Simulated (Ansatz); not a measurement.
**One elementary step**

Start structure (TiH2OF4, closed shell), relaxed at PBE0-D4/def2-TZVP:

```xyz
8
angstrom
Ti -0.3887 -0.4516 -0.6206
F 0.8153 -1.5488 0.0636
F -0.8432 -1.3693 -2.0358
F -1.9116 -0.3681 0.2309
F 0.1390 1.0435 -1.3998
H 1.0759 0.3062 1.6643
O 0.3844 0.7630 1.1753
H 0.7290 1.6250 0.9221
```

The step: TiF₄ ([F][Ti]([F])([F])[F]) + H₂O → TiHOF₃ ([OH][Ti]([F])([F])[F]) + HF (still joined by a long Ti–F bond); bonds formed: F2–H6; dative contacts that become bonds: Ti1–O7; bonds broken: H6–O7; bonds weakened to dative contacts: Ti1–F2. Program: Ansatz 0.2.0. Basis: def2-TZVPP and def2-QZVPP. Cores are frozen in the correlated methods. Extrapolation: Hartree–Fock as exp(−7.88 √X), correlation as X^−2.97. Energies below are by CCSD(T) at an estimated basis limit (MP2 extrapolated from triple and quadruple zeta, plus CCSD(T) − MP2 in triple zeta).

Problem. What are the electronic barrier and the energy of the step, from the start structure to the end structure? (Judge from chemistry; the value comes from the calculation.)

Solution. Computed: Barrier 0.947 eV; step energy 0.700 eV (uphill); reverse barrier, their difference, 0.247 eV. Barrier and step energy count from the start structure, the reverse barrier from the end structure.

The saddle point: One imaginary mode of 622i cm⁻¹.
```
  pair  start (Å)  saddle (Å)  end (Å)
Ti1–O7       2.30        1.95     1.82
 F2–H6       2.46        1.11     0.94
Ti1–F2       1.77        2.09     2.47
 H6–O7       0.96        1.23     1.85
```

Zero-point energy (harmonic, PBE0-D4): ZPE is 0.941 eV at the start and 0.836 eV at the saddle, so the barrier goes from 0.947 to 0.841 eV.

First-order rate constant out of the start structure at 298 K by transition-state theory, with harmonic vibrational free energies alone and no tunnelling: ΔA‡ = 0.869 eV, so k = (kB T/h) exp(−ΔA‡/kB T) ≈ 10^-2 s⁻¹ (an order of magnitude at best: rotation, the number of equivalent paths and anharmonicity are left out).

T1 diagnostic: at most 0.023.

The step is the kind of ligand exchange by which a precursor binds to a hydroxyl group, or is hydrolysed, in atomic layer deposition of oxides.

Labels in which every atom is bracketed show which atoms are joined, not bond orders.

For scale, one of the runs: CCSD(T)/def2-TZVPP, 247 basis functions, launched by `ansatz run in.yaml --threads 8 --pin off --events-out ev --progress --plain --max-ram 19148MiB`. Hardware: 8 CPU threads of an Arm Neoverse V2, shared host. Wall time 3.9 min; peak host memory 6.3 GiB.
